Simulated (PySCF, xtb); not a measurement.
Sn(H)(OH)2(OMe) (CH₆O₃Sn), SMILES [OH][SnH]([OH])[O]C. One conformer was computed; it need not be the lowest.

Harmonic wavenumbers (cm⁻¹) from GFN2-xTB in xtb 6.7.1 at its own minimum, in rising order: 49, 101, 110, 150, 156, 173, 243, 258, 383, 458, 478, 495, 510, 812, 834, 1039, 1141, 1141, 1414, 1476, 1485, 1628, 2953, 2965, 2981, 3613, 3619.

**Question.** What does PBE-D3(BJ)/def2-SVP run with PySCF give at its own minimum? (Estimate from the structure and the level; the computed values follow.)

**Answer.** 35, 93, 112, 138, 175, 219, 222, 263, 498, 520, 535, 588, 607, 843, 869, 1072, 1130, 1144, 1407, 1420, 1431, 1881, 2897, 2964, 3007, 3689, 3707. Paired by order, the mean absolute difference is 47 cm⁻¹ and the zero-point energies are 43.8 and 45.0 kcal/mol.
